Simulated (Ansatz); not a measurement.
`CO[B]OC` radical. The species carries charge 0 and has multiplicity 2.

Z-matrix (Å, degrees):
```
C
O 1 1.413
H 1 1.092 2 108.9
H 1 1.092 2 108.9 3 -118.6
H 1 1.093 2 111.5 3 120.7
B 2 1.341 1 122.4 3 -119.7
O 6 1.341 2 121.0 1 179.9
C 7 1.413 6 122.4 2 -180.0
H 8 1.092 7 108.9 6 -120.3
H 8 1.092 7 108.9 6 121.1
H 8 1.093 7 111.5 6 0.4
```

Q: What are the harmonic wavenumbers in cm⁻¹ at PBE0-D4/def2-TZVP (Ansatz, finite differences of forces, unscaled)? (Best estimate.)

A: The calculation gave: 83, 86, 148, 174, 206, 347, 465, 996, 1055, 1177, 1187, 1189, 1192, 1318, 1418, 1481, 1490, 1490, 1497, 1503, 1544, 3042, 3043, 3124, 3124, 3127, 3127.

Q: Is this a minimum?

A: Yes, all 27 modes are real.

Q: Give the ideal-gas thermochemistry at 298.15 K and 1 bar (rigid rotor, harmonic oscillator; point group C2v, symmetry number 2).

A: Zero-point energy 231.1 kJ/mol; H(298) − E = 251.8 kJ/mol; entropy 339.1 J/(mol·K), of which translation 162.3, rotation 99.3, vibration 71.7, electronic 5.8; G(298) − E = 150.7 kJ/mol. Modes under 100 cm⁻¹ are hindered rotations or soft bends, so the harmonic entropy is rough.

Q: And at 400, 500, 600, 800 and 1000 K?

A: 
```
T (K)  H − E (kJ/mol)  S (J/mol/K)  G − E (kJ/mol)
  400           262.4        369.3           114.6
  500           274.5        396.2            76.3
  600           288.2        421.3            35.4
  800           319.9        466.7           -53.5
 1000           356.0        506.9          -150.9
```

Q: Rotational constants (cm⁻¹)?

A: 1.172, 0.07237, 0.06996.
